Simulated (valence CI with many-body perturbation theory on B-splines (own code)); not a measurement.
## E1 transitions of Cs XLVIII

Computed by relativistic CI+MBPT: six valence electrons over a frozen Dirac-Fock core [He], a basis of 9 s, 9 p, 8 d, 6 f, 3 g, 1 h functions for each j, with the one-electron correlation potential Σ1 (screened to all orders), the two-electron term Σ2, the three-electron term Σ3, Breit, model QED; selected single and double excitations, second order for the rest, scaled by the run's own slope (own B-spline code, finite nucleus).

No measured spectrum was set against this ion. As an estimate, large intervals hold to a few tenths of a per cent, small ones and those within an open d or f shell to about a per cent. Among the levels kept, up to 2400 cm⁻¹ of a level comes from second order outside the variational space, and about a tenth of that is noise between levels of different J, which matters for small intervals.

Lines 101 to 150 of 247 in falling wavelength, among levels below 42839 × 10³ cm⁻¹, chosen from the strongest by gf and those to the six lowest levels. Wavelengths and rates use the calculated energies. Electric multipoles are in the length gauge with retardation, E1 and E2 with the static RPA response of the core. Weak lines are less certain than strong ones. Lines between different terms over intervals too small for the method are left out, as are lines whose strength nearly cancels. The highest levels of a list are the least certain.

Levels are named by their leading jj configuration (3d3/2^4 stands for four electrons in 3d with j = 3/2), which in mixed levels can hold well under half, so a name can repeat and another be missing. Letters in brackets count levels of one name in rising energy.

| λ vac (nm) | Upper | Lower | A (s⁻¹) | S (a.u.) with core polarisation | S without |
| --- | --- | --- | --- | --- | --- |
| 4.392 | (2s 2p1/2^2 2p3/2^2 3s) J=1 [b] | (2s^2 2p1/2 2p3/2^2 3s) J=2 [b] | 7.28e+10 | 9.13e-03 | 9.14e-03 |
| 4.312 | (2s 2p1/2^2 2p3/2^2 3s) J=2 [b] | (2s^2 2p1/2 2p3/2^2 3s) J=3 | 4.33e+10 | 8.56e-03 | 8.58e-03 |
| 4.074 | (2s 2p1/2^2 2p3/2^3) J=1 | (2s^2 2p1/2 2p3/2^3) J=2 | 5.44e+10 | 5.45e-03 | 5.46e-03 |
| 3.965 | (2p1/2^2 2p3/2^4) J=0 | (2s 2p1/2 2p3/2^4) J=1 | 2.84e+11 | 8.73e-03 | 8.75e-03 |
| 3.861 | (2s 2p1/2^2 2p3/2^3) J=1 | (2s^2 2p1/2 2p3/2^3) J=1 | 2.26e+10 | 1.93e-03 | 1.93e-03 |
| 2.136 | (2s 2p1/2^2 2p3/2^2 3s) J=3 | (2s^2 2p1/2^2 2p3/2 3s) J=2 | 2.17e+11 | 7.31e-03 | 7.32e-03 |
| 2.133 | (2s 2p1/2^2 2p3/2^2 3p1/2) J=2 | (2s^2 2p1/2^2 2p3/2 3p1/2) J=1 | 1.62e+11 | 3.87e-03 | 3.88e-03 |
| 2.119 | (2s 2p1/2^2 2p3/2^2 3p1/2) J=3 | (2s^2 2p1/2^2 2p3/2 3p1/2) J=2 | 1.70e+11 | 5.61e-03 | 5.62e-03 |
| 1.970 | (2s 2p1/2^2 2p3/2^3) J=2 | (2s^2 2p1/2^2 2p3/2^2) J=2 | 8.52e+11 | 1.61e-02 | 1.61e-02 |
| 1.945 | (2s 2p1/2 2p3/2^4) J=0 | (2s^2 2p1/2 2p3/2^3) J=1 | 1.68e+12 | 6.11e-03 | 6.12e-03 |
| 1.922 | (2s 2p1/2^2 2p3/2^3) J=1 | (2s^2 2p1/2^2 2p3/2^2) J=0 | 5.14e+11 | 5.41e-03 | 5.42e-03 |
| 1.903 | (2s 2p1/2^2 2p3/2^2 3s) J=2 [b] | (2s^2 2p1/2^2 2p3/2 3s) J=1 | 1.90e+11 | 3.23e-03 | 3.23e-03 |
| 1.903 | (2s 2p1/2^2 2p3/2^2 3s) J=1 [b] | (2s^2 2p1/2^2 2p3/2 3s) J=1 | 1.56e+12 | 1.59e-02 | 1.59e-02 |
| 1.902 | (2s 2p1/2^2 2p3/2^2 3s) J=1 [a] | (2s^2 2p1/2^2 2p3/2 3s) J=2 | 9.76e+11 | 9.95e-03 | 9.97e-03 |
| 1.899 | (2s 2p1/2 2p3/2^4) J=1 | (2s^2 2p1/2 2p3/2^3) J=2 | 1.76e+12 | 1.79e-02 | 1.79e-02 |
| 1.884 | (2s 2p1/2^2 2p3/2^2 3s) J=2 [b] | (2s^2 2p1/2^2 2p3/2 3s) J=2 | 1.36e+12 | 2.25e-02 | 2.25e-02 |
| 1.875 | (2p1/2^2 2p3/2^4) J=0 | (2s 2p1/2^2 2p3/2^3) J=1 | 3.29e+12 | 1.07e-02 | 1.07e-02 |
| 1.866 | (2s 2p1/2^2 2p3/2^2 3s) J=0 | (2s^2 2p1/2^2 2p3/2 3s) J=1 | 8.37e+11 | 2.68e-03 | 2.69e-03 |
| 1.852 | (2s 2p1/2 2p3/2^4) J=1 | (2s^2 2p1/2 2p3/2^3) J=1 | 2.70e+11 | 2.54e-03 | 2.54e-03 |
| 1.812 | (2s 2p1/2^2 2p3/2^3) J=1 | (2s^2 2p1/2^2 2p3/2^2) J=2 | 1.65e+12 | 1.45e-02 | 1.46e-02 |
| 1.248 | (2s 2p1/2 2p3/2^4) J=1 | (2s^2 2p1/2^2 2p3/2^2) J=0 | 1.35e+09 | 3.90e-06 | 3.91e-06 |
| 1.201 | (2s 2p1/2 2p3/2^4) J=1 | (2s^2 2p1/2^2 2p3/2^2) J=2 | 3.97e+10 | 1.02e-04 | 1.02e-04 |
| 0.3077 | (2s^2 2p1/2^2 2p3/2 3p1/2) J=1 | (2s 2p1/2^2 2p3/2^3) J=1 | 2.61e+09 | 1.13e-07 | 1.11e-07 |
| 0.3076 | (2s^2 2p1/2^2 2p3/2 3p1/2) J=2 | (2s 2p1/2^2 2p3/2^3) J=1 | 4.20e+10 | 3.02e-06 | 3.02e-06 |
| 0.3036 | (2s^2 2p1/2^2 2p3/2 3p1/2) J=1 | (2s 2p1/2^2 2p3/2^3) J=2 | 6.34e+10 | 2.63e-06 | 2.63e-06 |
| 0.3035 | (2s^2 2p1/2^2 2p3/2 3p1/2) J=2 | (2s 2p1/2^2 2p3/2^3) J=2 | 7.57e+09 | 5.22e-07 | 5.23e-07 |
| 0.3000 | (2s^2 2p1/2^2 2p3/2 3p3/2) J=1 | (2s 2p1/2^2 2p3/2^3) J=1 | 2.08e+10 | 8.32e-07 | 8.33e-07 |
| 0.2986 | (2s^2 2p1/2^2 2p3/2 3p3/2) J=2 | (2s 2p1/2^2 2p3/2^3) J=1 | 2.92e+09 | 1.92e-07 | 1.92e-07 |
| 0.2973 | (2s^2 2p1/2^2 2p3/2 3p3/2) J=0 | (2s 2p1/2^2 2p3/2^3) J=1 | 4.39e+11 | 5.70e-06 | 5.70e-06 |
| 0.2961 | (2s^2 2p1/2^2 2p3/2 3p3/2) J=3 | (2s 2p1/2^2 2p3/2^3) J=2 | 5.15e+10 | 4.62e-06 | 4.62e-06 |
| 0.2961 | (2s^2 2p1/2^2 2p3/2 3p3/2) J=1 | (2s 2p1/2^2 2p3/2^3) J=2 | 8.79e+10 | 3.38e-06 | 3.37e-06 |
| 0.2947 | (2s^2 2p1/2^2 2p3/2 3p3/2) J=2 | (2s 2p1/2^2 2p3/2^3) J=2 | 6.69e+10 | 4.23e-06 | 4.22e-06 |
| 0.2914 | (2s^2 2p1/2^2 2p3/2 3s) J=2 | (2s^2 2p1/2 2p3/2^3) J=2 | 1.49e+10 | 9.08e-07 | 9.06e-07 |
| 0.2909 | (2s^2 2p1/2^2 2p3/2 3s) J=1 | (2s^2 2p1/2 2p3/2^3) J=2 | 8.15e+09 | 2.97e-07 | 2.97e-07 |
| 0.2902 | (2s^2 2p1/2^2 2p3/2 3s) J=2 | (2s^2 2p1/2 2p3/2^3) J=1 | 2.02e+09 | 1.22e-07 | 1.22e-07 |
| 0.2898 | (2s^2 2p1/2^2 2p3/2 3s) J=1 | (2s^2 2p1/2 2p3/2^3) J=1 | 3.81e+10 | 1.37e-06 | 1.37e-06 |
| 0.2833 | (2s^2 2p1/2 2p3/2^2 3p1/2) J=1 [a] | (2s 2p1/2^2 2p3/2^3) J=1 | 3.13e+10 | 1.05e-06 | 1.05e-06 |
| 0.2828 | (2s^2 2p1/2 2p3/2^2 3p1/2) J=2 [a] | (2s 2p1/2^2 2p3/2^3) J=1 | 2.66e+08 | 1.49e-08 | 1.47e-08 |
| 0.2803 | (2s^2 2p1/2 2p3/2^2 3p1/2) J=2 [b] | (2s 2p1/2^2 2p3/2^3) J=1 | 2.76e+11 | 1.50e-05 | 1.50e-05 |
| 0.2799 | (2s^2 2p1/2 2p3/2^2 3p1/2) J=1 [b] | (2s 2p1/2^2 2p3/2^3) J=1 | 3.28e+10 | 1.06e-06 | 1.06e-06 |
| 0.2798 | (2s^2 2p1/2 2p3/2^2 3p1/2) J=1 [a] | (2s 2p1/2^2 2p3/2^3) J=2 | 1.41e+10 | 4.59e-07 | 4.58e-07 |
| 0.2794 | (2s^2 2p1/2 2p3/2^2 3p1/2) J=2 [a] | (2s 2p1/2^2 2p3/2^3) J=2 | 5.59e+09 | 3.01e-07 | 3.00e-07 |
| 0.2784 | (2s^2 2p1/2 2p3/2^2 3p1/2) J=3 | (2s 2p1/2^2 2p3/2^3) J=2 | 3.27e+10 | 2.43e-06 | 2.43e-06 |
| 0.2780 | (2s^2 2p1/2 2p3/2^2 3p1/2) J=0 | (2s 2p1/2^2 2p3/2^3) J=1 | 4.84e+11 | 5.13e-06 | 5.13e-06 |
| 0.2769 | (2s^2 2p1/2 2p3/2^2 3p1/2) J=2 [b] | (2s 2p1/2^2 2p3/2^3) J=2 | 4.65e+11 | 2.44e-05 | 2.43e-05 |
| 0.2767 | (2s^2 2p1/2 2p3/2^2 3p3/2) J=2 [a] | (2s 2p1/2^2 2p3/2^3) J=1 | 4.32e+10 | 2.26e-06 | 2.25e-06 |
| 0.2765 | (2s^2 2p1/2 2p3/2^2 3p1/2) J=1 [b] | (2s 2p1/2^2 2p3/2^3) J=2 | 1.07e+10 | 3.34e-07 | 3.33e-07 |
| 0.2765 | (2s^2 2p1/2 2p3/2^2 3p3/2) J=0 | (2s 2p1/2^2 2p3/2^3) J=1 | 8.70e+09 | 9.07e-08 | 9.13e-08 |
| 0.2758 | (2s^2 2p1/2 2p3/2^2 3p3/2) J=1 [a] | (2s 2p1/2^2 2p3/2^3) J=1 | 4.57e+10 | 1.42e-06 | 1.41e-06 |
| 0.2743 | (2s^2 2p1/2 2p3/2^2 3p3/2) J=1 [b] | (2s 2p1/2^2 2p3/2^3) J=1 | 1.58e+12 | 4.83e-05 | 4.82e-05 |
